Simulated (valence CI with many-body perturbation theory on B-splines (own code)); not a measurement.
**Gd32+: what the settings do**

Calculated by relativistic CI+MBPT: four valence electrons over a frozen Dirac-Fock core [Ar] 3d10, radial functions for each j: 6 s, 6 p, 5 d, 3 f, 1 g, with the one-electron correlation potential Σ1, the two-electron term Σ2, the three-electron term Σ3, Breit, model QED; selected CI, second order for the rest, scaled by the run's own slope (own B-spline code, finite nucleus).

No measured spectrum was set against this ion. As an estimate, large intervals hold to a few tenths of a per cent, small ones and those within an open d or f shell to about a per cent.

The reference run has the lowest level (4s^2 4p1/2^2) J=0 and an ionisation energy of 1321.98 eV. Its largest variational space holds 9998 state functions.

Levels are named by their leading jj configuration (3d3/2^4 stands for four electrons in 3d with j = 3/2), which in mixed levels can hold well under half, so a name can repeat and another be missing. Letters in brackets count levels of one name in rising energy.

Changed runs:
A. correlating orbitals by l 3 3 3 2 1 → 4 4 3 0 0
B. QED terms on → off
C. size limit of the variational space 10000 → 1500
D. size limit of the variational space 10000 → 300; second order for the rest on → off (bad on purpose)

Excitation energies of the reference run in cm⁻¹, and shifts in cm⁻¹:

```csv
Level,Reference,A,B,C,D
(4s^2 4p1/2 4p3/2) J=1,322553,-245,-525,-0.9,+812
(4s^2 4p1/2 4p3/2) J=2,350084,+136,-524,-3.6,+1334
(4s^2 4p3/2^2) J=2,693342,+14,-1023,-2.5,+1067
(4s^2 4p3/2^2) J=0,754420,+489,-1009,0,+204
(4s 4p1/2^2 4p3/2) J=2,899766,-332,+4805,-3.9,+1503
(4s 4p1/2^2 4p3/2) J=1,994677,+223,+4684,-4.8,+1624
(4s 4p1/2 4p3/2^2) J=2 [a],1195870,-547,+4088,-2.0,+1150
(4s 4p1/2 4p3/2^2) J=3,1250210,-150,+3989,-3.4,+1632
(4s^2 4p1/2 4d3/2) J=2,1266490,+156,+1048,-4.6,+1854
(4s 4p1/2 4p3/2^2) J=0,1308080,+208,+4213,+0.2,+166
(4s 4p1/2 4p3/2^2) J=1 [a],1330850,+186,+3687,-4.8,+1615
(4s 4p1/2 4p3/2^2) J=1 [b],1370490,+545,+3792,-7.3,+1921
Ionisation energy (eV),1321.98,-0.10,-0.029,-4e-05,-0.021
```
